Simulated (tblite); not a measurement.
Species: C₃H₈NOSi₂ (doublet state).
Atom-mapped SMILES: `[CH2:1]=[N:2][Si@H:3]1[CH2:4][CH:5][SiH2:6][O:7]1` (hydrogens: H8, H9 on C1; H10 on Si3; H11, H12 on C4; H13 on C5; H14, H15 on Si6)
Bond orders are those of one Lewis drawing.

Computed with GFN2-xTB (tblite), gas phase: L-BFGS steps from a force-field or distance-geometry start until the largest atomic force falls under 0.01 eV/Å.

Step 89: E = -570.0166 eV
```
atom  x, y, z in Å  |  force x, y, z in eV/Å
C1      2.9265   -0.3903    0.6752    0.019   0.004  -0.033
N2      1.8849   -1.0045    0.3751   -0.036  -0.089   0.023
Si3     0.4535   -0.5873   -0.4770   -0.035  -0.014   0.011
C4     -1.0644   -0.9410    0.6360   -0.023  -0.032   0.032
C5     -2.0348    0.1426    0.3696    0.029  -0.017  -0.005
Si6    -1.3316    1.6047   -0.5185   -0.011   0.013   0.025
O7      0.1731    0.9781   -0.8220    0.010  -0.010  -0.012
H8      3.1255    0.6536    0.4345    0.000   0.111  -0.011
H9      3.7132   -0.9177    1.2055    0.062  -0.033   0.067
H10     0.4676   -1.3625   -1.7073    0.014  -0.015  -0.042
H11    -1.5106   -1.9279    0.4894   -0.005   0.048   0.018
H12    -0.7544   -0.9164    1.6895    0.003   0.001  -0.068
H13    -3.0685   -0.0140    0.6370   -0.005   0.008   0.007
H14    -1.9175    1.8752   -1.8315   -0.018   0.031   0.006
H15    -1.0671    2.8153    0.2614   -0.005  -0.006  -0.017
```

Step 90: E = -570.0172 eV
```
atom  x, y, z in Å  |  force x, y, z in eV/Å
C1      2.9145   -0.3882    0.6802   -0.028   0.032  -0.034
N2      1.8905   -1.0156    0.3412    0.094  -0.005   0.051
Si3     0.4507   -0.5937   -0.4929   -0.036  -0.020   0.014
C4     -1.0568   -0.9383    0.6382   -0.018  -0.039   0.046
C5     -2.0294    0.1420    0.3673    0.030  -0.031   0.006
Si6    -1.3264    1.6060   -0.5179   -0.003   0.001   0.019
O7      0.1729    0.9723   -0.8357    0.012  -0.008  -0.010
H8      3.0873    0.6772    0.4950   -0.024  -0.059   0.007
H9      3.7101   -0.9231    1.1943    0.013   0.021   0.019
H10     0.4447   -1.3794   -1.7165    0.020  -0.002  -0.045
H11    -1.4994   -1.9301    0.5109   -0.010   0.078   0.021
H12    -0.7329   -0.8948    1.6874    0.000  -0.008  -0.081
H13    -3.0635   -0.0195    0.6296   -0.015   0.013   0.004
H14    -1.9172    1.8795   -1.8272   -0.027   0.040   0.000
H15    -1.0494    2.8137    0.2629   -0.007  -0.013  -0.020
```

Step 91: E = -570.0183 eV
```
atom  x, y, z in Å  |  force x, y, z in eV/Å
C1      2.9133   -0.3868    0.6793    0.056   0.018   0.033
N2      1.8859   -1.0119    0.3533   -0.021  -0.090   0.002
Si3     0.4503   -0.5961   -0.4932   -0.012  -0.014   0.014
C4     -1.0584   -0.9414    0.6345   -0.009  -0.019   0.015
C5     -2.0290    0.1410    0.3668    0.023  -0.014   0.016
Si6    -1.3253    1.6061   -0.5154    0.001  -0.007  -0.001
O7      0.1721    0.9694   -0.8391    0.003  -0.005  -0.003
H8      3.0911    0.6705    0.4762    0.002   0.062  -0.018
H9      3.7065   -0.9134    1.2061    0.003   0.002   0.012
H10     0.4535   -1.3806   -1.7175    0.019  -0.003  -0.041
H11    -1.5030   -1.9306    0.5046   -0.022   0.044   0.017
H12    -0.7339   -0.9014    1.6821    0.005  -0.008  -0.036
H13    -3.0614   -0.0153    0.6384   -0.021   0.010   0.002
H14    -1.9198    1.8841   -1.8224   -0.026   0.037  -0.002
H15    -1.0465    2.8144    0.2632   -0.001  -0.012  -0.010
```

**Question.** Estimate the geometry and energy of step 92. (The exact step hangs on the optimiser's Hessian estimate; all steps are aligned on step 91, rigid shifts and turns removed.)

**Answer.** E = -570.0191 eV, largest force 0.103 eV/Å
```
atom  x, y, z in Å  |  force x, y, z in eV/Å
C1      2.9060   -0.3854    0.6829    0.039  -0.009   0.060
N2      1.8823   -1.0136    0.3503   -0.011  -0.085  -0.014
Si3     0.4491   -0.6007   -0.5032    0.007  -0.012   0.011
C4     -1.0551   -0.9428    0.6314    0.001  -0.004   0.000
C5     -2.0258    0.1393    0.3661    0.014   0.004   0.026
Si6    -1.3231    1.6063   -0.5137    0.008  -0.017  -0.021
O7      0.1697    0.9644   -0.8513   -0.006  -0.005   0.005
H8      3.0806    0.6720    0.4847    0.006   0.096  -0.037
H9      3.6973   -0.9079    1.2173   -0.004  -0.008   0.003
H10     0.4546   -1.3861   -1.7274    0.018   0.003  -0.028
H11    -1.5004   -1.9317    0.5105   -0.031   0.022   0.013
H12    -0.7209   -0.8960    1.6751    0.004  -0.013  -0.011
H13    -3.0564   -0.0137    0.6459   -0.023   0.007  -0.002
H14    -1.9270    1.8906   -1.8150   -0.024   0.035  -0.002
H15    -1.0354    2.8134    0.2633    0.002  -0.015  -0.003
```

The energy changes by -0.0008 eV. The first-order estimate −F·Δx gives -0.0011 eV and the mean of the old and new forces, exact on a quadratic surface, -0.0008 eV. The step makes an angle of 81° with the force vector and moves no atom by more than 0.016 Å.

What follows is the cost of the whole relaxation. Hardware: one thread, AMD EPYC 7B13 (x86_64), no GPU, shared host with 96 logical CPUs at a one-minute load of 40. Cost: 1.5 s.
